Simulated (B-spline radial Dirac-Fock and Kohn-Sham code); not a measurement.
**Electron-impact ionisation of N**

System: neutral nitrogen, [He] 2s2 2p3.

Model: the relativistic binary-encounter-Bethe (RBEB) model with Dirac-Fock orbital kinetic energies; direct ionisation only. Program: a radial atomic solver. For shells bound by less than 100 eV the term U + B of the denominator is divided by n when n is 3 or more, and by 2 for n = 1, 2 in singly charged ions. Excitation-autoionisation and multiple ionisation are left out; it is a semi-empirical estimate, least reliable for totals near the maximum.

Orbital inputs (open shells are filled statistically over j, and the NIST value is set on the highest orbital of the configuration average):

| subshell | N | B (eV) | source of B | U (eV) |
| --- | --- | --- | --- | --- |
| 1s | 2 | 409.9 | tabulated edge | 603.8 |
| 2s | 2 | 26.25 | Dirac-Fock −ε | 61.77 |
| 2p1/2 | 1 | 14.55 | NIST ionisation energy + computed splitting | 49.70 |
| 2p3/2 | 2 | 14.53 | NIST ionisation energy | 49.60 |

**Question.** What cross sections does the model give, and where is the maximum?

**Answer.** On this grid the total peaks at 100 eV with 1.56 × 10⁻¹⁶ cm², about 6.9 times the lowest threshold.

```tsv
T (eV)	total (b)	K shell (b)	L shell (b)
15	2.76e+06	–	2.76e+06
20	3.42e+07	–	3.42e+07
30	8.26e+07	–	8.26e+07
40	1.15e+08	–	1.15e+08
50	1.35e+08	–	1.35e+08
70	1.52e+08	–	1.52e+08
100	1.56e+08	–	1.56e+08
150	1.46e+08	–	1.46e+08
200	1.33e+08	–	1.33e+08
300	1.10e+08	–	1.10e+08
500	8.21e+07	25900	8.21e+07
1000	5.09e+07	111000	5.08e+07
2000	2.99e+07	136000	2.98e+07
3000	2.16e+07	127000	2.14e+07
5000	1.41e+07	105000	1.40e+07
10000	7.90e+06	71500	7.82e+06
15000	5.61e+06	54800	5.56e+06
20000	4.41e+06	45000	4.37e+06
30000	3.16e+06	33700	3.13e+06
50000	2.10e+06	23500	2.08e+06
100000	1.27e+06	14800	1.25e+06
200000	834000	10000	824000
300000	691000	8430	682000
1e+06	526000	6700	519000
```
